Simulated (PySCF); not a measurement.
CH9FOSi3, SMILES [SiH2]([SiH2]C)O[SiH2]F. Coordinates come from a r2SCAN-D4/def2-SVP optimisation. This is a generated structure with no PubChem entry under its InChIKey; it may be hypothetical. One conformer was computed; it need not be the lowest.

Give the equilibrium geometry at r2SCAN-D4/def2-SVP (PySCF confirms it by a frequency run) as a Z-matrix. (The exact figures need the calculation; the answer reports its results.)

Several could match; the one computed here: 
```
Si
H 1 1.4958
H 1 1.4960 2 108.47
C 1 1.8886 2 110.38 3 -120.96
H 4 1.1015 1 111.18 2 -59.89
H 4 1.1015 5 108.03 1 122.25
H 4 1.1017 5 107.82 6 116.28
Si 1 2.3528 2 109.14 3 118.71
O 8 1.6793 1 111.36 2 -58.70
Si 9 1.6392 8 142.68 1 -6.13
F 10 1.6285 9 108.04 8 8.67
H 10 1.4828 11 107.83 9 -118.87
H 10 1.4837 12 112.71 11 118.52
H 8 1.4958 9 108.00 10 -128.14
H 8 1.4967 14 107.38 9 116.61
```
